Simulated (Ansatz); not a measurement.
Mulliken charges of CH4BFOSi (`O=CB(F)[SiH3]`) from r2SCAN/def2-TZVPP in Ansatz (PBE0-D4/def2-TZVP geometry).

```csv
atom,x (Å),y (Å),z (Å),charge (e)
O1,1.090,1.703,0.825,-0.261
C2,1.394,1.054,-0.148,0.132
B3,0.496,-0.200,-0.607,0.339
F4,0.943,-0.891,-1.640,-0.222
Si5,-1.219,-0.677,0.379,0.152
H6,2.308,1.326,-0.728,0.038
H7,-1.903,-1.832,-0.260,-0.067
H8,-2.132,0.496,0.376,-0.055
H9,-0.889,-1.025,1.787,-0.055
```

Q: By hand: the dipole of these point charges (1 e Å = 4.8032 D).

A: Σ q r = (0.054, -0.076, -0.148) e Å, of length 0.175 e Å = 0.84 D.

Q: How does the dipole of the full density compare? (An estimate is asked.)

A: Ansatz gave: (0.066, -0.151, -0.233) e Å, 1.37 D; the point charges give 0.61 times that, at 7° from its direction.

Point charges leave out the atoms' own dipoles, such as those of lone pairs, and Mulliken's split depends on the basis, so the two needn't agree.
